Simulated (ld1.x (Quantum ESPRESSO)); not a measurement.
Plane-wave convergence, TM potential for sulfur

```
Element                 : sulfur (S)
Generator               : ld1.x (Quantum ESPRESSO) 7.5
Type                    : norm-conserving Troullier–Martins (Kleinman–Bylander form)
Functional              : PBE
Relativity              : fully relativistic
Frozen core             : [Ne]
Valence charge          : 6
Reference configuration : 3s2 3p4
Partial waves           : 3s (bound): rc 1.00 bohr; 3d channel at -0.15 Ry: rc 1.15 bohr; 3p (bound): rc 1.25 bohr
Local potential         : the p channel
Core correction         : none
```

Open shells are filled in proportion to 2j + 1 (rel_dist='average').

The pseudo-atom Hamiltonian at the reference potential is diagonalised in spherical Bessel functions j_l(qr) that vanish at 20 bohr, with q² up to the cutoff. All-electron valence levels (Ry): 3s -1.2683, 3p1/2 -0.5192, 3p3/2 -0.5131.

How do the lowest levels (Ry) of each channel move with the cutoff, and are there ghosts?

```tsv
cutoff (Ry)	s #1	d3/2 #1	d3/2 #2	d5/2 #1	d5/2 #2	p1/2 #1	p3/2 #1	p3/2 #2	f #1	f #2	Σ f·Δε (mRy)
8	-0.9631	0.0707	0.1565	0.0707	0.1565	-0.4921	-0.4921	0.0315	0.1174	0.2497	702.2
15	-1.0852	0.0705	0.1552	0.0705	0.1552	-0.5087	-0.5087	0.0309	0.1174	0.2497	391.4
21	-1.1022	0.0704	0.1545	0.0704	0.1545	-0.5088	-0.5088	0.0309	0.1174	0.2497	357.1
35	-1.1277	0.0703	0.1537	0.0703	0.1537	-0.5093	-0.5093	0.0309	0.1174	0.2497	303.9
45	-1.1800	0.0703	0.1533	0.0703	0.1533	-0.5113	-0.5113	0.0308	0.1174	0.2497	191.5
60	-1.2440	0.0703	0.1530	0.0703	0.1530	-0.5139	-0.5139	0.0308	0.1174	0.2497	53.3
90	-1.2644	0.0702	0.1529	0.0702	0.1529	-0.5148	-0.5148	0.0307	0.1174	0.2497	8.7
110	-1.2649	0.0702	0.1529	0.0702	0.1529	-0.5149	-0.5149	0.0307	0.1174	0.2497	7.2
160	-1.2672	0.0702	0.1529	0.0702	0.1529	-0.5151	-0.5151	0.0307	0.1174	0.2497	2.1
200	-1.2674	0.0702	0.1529	0.0702	0.1529	-0.5151	-0.5151	0.0307	0.1174	0.2497	1.5
300	-1.2679	0.0702	0.1529	0.0702	0.1529	-0.5151	-0.5151	0.0307	0.1174	0.2497	0.5
400	-1.2682	0.0702	0.1529	0.0702	0.1529	-0.5151	-0.5151	0.0307	0.1174	0.2497	0.0
```

Result: no extra level below or beside the all-electron valence levels (s, d3/2, d5/2, p1/2, p3/2, f tested); 10 mRy is reached at 90 Ry and 1 mRy at 230 Ry.

Its largest configuration-test error is +330 meV.
